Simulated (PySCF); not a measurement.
Species: TiH₃ (doublet state).
Structure used (PBE0-D3(BJ)/def2-SVP), in Å, numbered top down from 1:
```
atom  x, y, z in Å
Ti1    0.000    0.000    0.000
H2     1.726   -0.029    0.013
H3    -0.838    1.509   -0.018
H4    -0.888   -1.480    0.005
```

Computed, not measured: PySCF, PBE0-D3(BJ)/def2-SVP geometry optimisation, gas phase.

**Question.** Which atoms are bound to Ti1, and at what distances?

**Answer.** 3 atoms: H2 1.726 Å, H3 1.726 Å, H4 1.726 Å.

**Question.** What is the shape at Ti1?

**Answer.** Planar: angles 120.0°, 120.0° and 120.0°, sum 360.0°, 0.00 Å off the plane of its three neighbours.

**Question.** What are the rotational constants (commonest isotopes, rigid rotor)?

**Answer.** A = 112242, B = 112206, C = 56112 MHz: an oblate symmetric top.

Point group: D3h (tolerance 0.08 Å). Charge 0, doublet. ⟨S²⟩ = 0.767 (exact for a doublet: 0.75). Whether it is a minimum is left open (no frequencies).

For an open-shell metal species like this, the optimisation's SCF solution wasn't tested for stability and no frequencies at its level were run, so a lower state or another shape may exist.
